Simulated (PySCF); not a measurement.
PySCF input (BP86/6-31G* with LANL2DZ past Ar (5d)):

```python
from pyscf import gto, dft

mol = gto.M(
    atom='''
    Sb   -0.33499300   -0.17820600    0.48278300
    Cl   -0.34556600    1.85082400   -0.72811400
    Cl    1.35054500   -1.31620700   -0.72023700
    ''',
    basis={'default': '6-31g*', 'Sb': 'lanl2dz'},
    ecp={'Sb': 'lanl2dz'},
    charge=0,
    spin=1,
    verbose=4,
)

mf = dft.UKS(mol, xc='bp86')
mf.grids.level = 3
mf.conv_tol = 1e-9
mf.max_cycle = 100
mf.max_memory = 1500
mf.kernel()
if not mf.converged:
    mf = mf.newton()
    mf.kernel(mf.make_rdm1())
mo, _, stable, _ = mf.stability(return_status=True)
if not stable:
    mf.kernel(mf.make_rdm1(mo, mf.mo_occ))
    stable = mf.stability(return_status=True)[2]
mf.dip_moment()
```

From the output:

```
  HOMO = -0.201204846867  LUMO = -0.163714189507  gap/eV = 1.02017
cycle= 4 E= -925.92041886787  delta_E= -0.00057  |g|= 0.0363  |ddm|= 0.136
  alpha nocc = 20  HOMO = -0.204045585510931  LUMO = -0.100596701486362
  beta  nocc = 19  HOMO = -0.290280379924974  LUMO = -0.165847613805935
  HOMO = -0.204045585511  LUMO = -0.165847613806  gap/eV = 1.03942
cycle= 5 E= -925.921326068192  delta_E= -0.000907  |g|= 0.00372  |ddm|= 0.0483
  alpha nocc = 20  HOMO = -0.203503186391284  LUMO = -0.0997914750743983
  beta  nocc = 19  HOMO = -0.290047351595503  LUMO = -0.165065023000084
  HOMO = -0.203503186391  LUMO = -0.165065023  gap/eV = 1.04596
cycle= 6 E= -925.921342344471  delta_E= -1.63e-05  |g|= 0.000451  |ddm|= 0.00853
  alpha nocc = 20  HOMO = -0.203534486828804  LUMO = -0.0998021929588432
  beta  nocc = 19  HOMO = -0.29009545140226  LUMO = -0.164989074192752
  HOMO = -0.203534486829  LUMO = -0.164989074193  gap/eV = 1.04887
cycle= 7 E= -925.921342520384  delta_E= -1.76e-07  |g|= 0.000164  |ddm|= 0.00104
  alpha nocc = 20  HOMO = -0.203535741515747  LUMO = -0.0997909014508573
  beta  nocc = 19  HOMO = -0.290085544942872  LUMO = -0.164974844584226
  HOMO = -0.203535741516  LUMO = -0.164974844584  gap/eV = 1.04930
cycle= 8 E= -925.921342537432  delta_E= -1.7e-08  |g|= 2.52e-05  |ddm|= 0.000234
  alpha nocc = 20  HOMO = -0.20353854274847  LUMO = -0.0997885986806998
  beta  nocc = 19  HOMO = -0.290085171231836  LUMO = -0.164971864857318
  HOMO = -0.203538542748  LUMO = -0.164971864857  gap/eV = 1.04945
cycle= 9 E= -925.921342537801  delta_E= -3.7e-10  |g|= 2.16e-05  |ddm|= 8.12e-05
  alpha nocc = 20  HOMO = -0.203539663987682  LUMO = -0.0997894979155972
  beta  nocc = 19  HOMO = -0.290084093958016  LUMO = -0.164973399834748
  HOMO = -0.203539663988  LUMO = -0.164973399835  gap/eV = 1.04944
Extra cycle  E= -925.921342536149  delta_E= 1.65e-09  |g|= 4.99e-05  |ddm|= 0.000113
converged SCF energy = -925.921342536149  <S^2> = 0.75089818  2S+1 = 2.000898
uhf_internal: lowest eigs of H = [0.25183948 0.25805579 0.27635718]
<class 'pyscf.dft.uks.UKS'> wavefunction is stable in the internal stability analysis
Dipole moment(X, Y, Z, Debye): -1.56538, -0.83371,  2.25657
```

The geometry given is a B3LYP-D3(BJ)/def2-TZVP minimum.
